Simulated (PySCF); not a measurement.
In(F)(Me)(OH) (CH₄FInO), SMILES [CH3][In]([OH])[F].

Coordinates come from a B3LYP-D3(BJ)/def2-SVP optimisation. The def2 effective core potentials stand for the cores of In; spin–orbit coupling is left out. Other conformers were not sampled.

These are M06-2X/def2-TZVP (PySCF) values and carry that method's errors.

```json
{
  "total_energy": "-405.70691 hartree",
  "point_group": "Cs",
  "highest_occupied_level": "-10.07 eV",
  "lowest_empty_level": "-0.71 eV",
  "orbital_gap": "9.36 eV",
  "dipole_moment": "2.78 D",
  "quadrupole, principal values (traceless, Buckingham form, about the centre of nuclear charge)": "-13.83, 5.82, 8.01 D·Å",
  "mean_static_polarisability": "47.7 bohr³ (7.07 Å³)",
  "polarisability_principal_values": "36.4, 45.0, 61.7 bohr³"
}
```
